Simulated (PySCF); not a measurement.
# How the method changes the constants of TlP⁺

State: ⁴Σ⁻ (quartet), unpaired electrons σ ↑, π ↑↑. Set-up: basis Tl def2-SVP with ECP60, P def2-SVP; scalar-relativistic core potentials; PySCF 2.14. De refers to Tl⁺ + P in their high-spin ground configurations, without counterpoise correction. The functionals are run spin-unrestricted. A positive dipole points towards P; it is taken about the centre of mass and depends on that origin. Levels whose curve was spin-contaminated or gave no clean fit are not listed.

```json
{"Level": "UHF-MP2", "Re (Å)": "3.358", "ωe (cm⁻¹)": "78.8", "De (eV)": "n/a", "μ (D)": "n/a"}
{"Level": "UHF-SCS-MP2", "Re (Å)": "3.434", "ωe (cm⁻¹)": "72.4", "De (eV)": "n/a", "μ (D)": "n/a"}
{"Level": "UHF-CCSD", "Re (Å)": "3.391", "ωe (cm⁻¹)": "75.8", "De (eV)": "n/a", "μ (D)": "n/a"}
{"Level": "UHF-CCSD(T)", "Re (Å)": "3.353", "ωe (cm⁻¹)": "78.9", "De (eV)": "n/a", "μ (D)": "n/a"}
{"Level": "PBE", "Re (Å)": "3.124", "ωe (cm⁻¹)": "105", "De (eV)": "n/a", "μ (D)": "1.08"}
{"Level": "r²SCAN", "Re (Å)": "3.142", "ωe (cm⁻¹)": "101", "De (eV)": "n/a", "μ (D)": "0.83"}
{"Level": "M06-L", "Re (Å)": "3.231", "ωe (cm⁻¹)": "97.9", "De (eV)": "n/a", "μ (D)": "0.38"}
{"Level": "B3LYP", "Re (Å)": "3.199", "ωe (cm⁻¹)": "96.9", "De (eV)": "n/a", "μ (D)": "0.84"}
{"Level": "PBE0", "Re (Å)": "3.157", "ωe (cm⁻¹)": "99.8", "De (eV)": "n/a", "μ (D)": "0.74"}
{"Level": "BHandHLYP", "Re (Å)": "3.243", "ωe (cm⁻¹)": "91.2", "De (eV)": "n/a", "μ (D)": "0.47"}
```

Problem. What does a quarter of exact exchange do here, going from PBE to PBE0?

Solution. PBE0 less PBE: +3.3 pm in Re, -5.0 % in ωe. Exact exchange removes part of the self-interaction that spreads semilocal densities, and in most molecules shortens and stiffens the bond and lowers De; here Re and ωe go the other way.

Problem. What does the triples do here, going from UHF-CCSD to UHF-CCSD(T)?

Solution. UHF-CCSD(T) less UHF-CCSD: -3.8 pm in Re, +4.1 % in ωe. Correlation nearly always deepens the well. The bond shortens, as in weak, metallic or heavy-atom bonds, where dispersion and the correlation of outer-core electrons pull the atoms together.

Correlated steps freeze 9 core orbitals. Spin–orbit coupling is left out, which matters for elements this heavy, above all for dissociation energies. The state is the lowest determinant that a PBE0 search found; another state may lie lower at other levels.
